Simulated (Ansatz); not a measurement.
System: H3GeO, charge 0, doublet. H3GeO (SMILES [O][GeH3], doublet).
B3LYP-D3(BJ)/def2-TZVP minimum from Ansatz (a first-principles code):
```
Ge
O 1 1.8037
H 1 1.5378 2 109.68
H 1 1.5378 3 111.67 2 -121.81
H 1 1.5397 3 111.57 4 -125.62
```
Charge 0, spin multiplicity 2.

Wanted: atomisation energy (electronic, to ground-state atoms), in kJ/mol. Radicals and triplets start from unrestricted determinants; spin-orbit coupling is neglected. Cores are frozen in correlated methods (noble-gas shells, and filled d and f shells in the p block). No relativity. CBS(X,Y): correlation extrapolated as X^-3, Hartree-Fock from the larger set. A bracket is a step between two methods taken in the basis named. For partners of very few electrons the exact lower level stands in for a higher one.

CCSD(T)/CBS(cc-pVTZ,cc-pVQZ) + [CCSDT(Q) - CCSD(T)]/cc-pVTZ + [CCSDTQ - CCSDT(Q)]/cc-pVDZ (Ansatz) gives 1239.3 kJ/mol.

**Question.** How far off this value is PBE/def2-TZVPD (Ansatz), in which direction, and how far these levels: r2SCAN/def2-TZVPD, B3LYP/def2-TZVPD, PBE0/def2-TZVPD, wB97M-V/def2-TZVPD, CCSD(T)/CBS(cc-pVTZ,cc-pVQZ)?

**Answer.** PBE gives 1237.2 kJ/mol, 2.1 kJ/mol below it. Differences of the others: r2SCAN/def2-TZVPD (Ansatz) 13.2; B3LYP/def2-TZVPD (Ansatz) -9.4; PBE0/def2-TZVPD (Ansatz) -26.8; wB97M-V/def2-TZVPD (Ansatz) -8.6; CCSD(T)/CBS(cc-pVTZ,cc-pVQZ) (Ansatz) -1.5 kJ/mol.
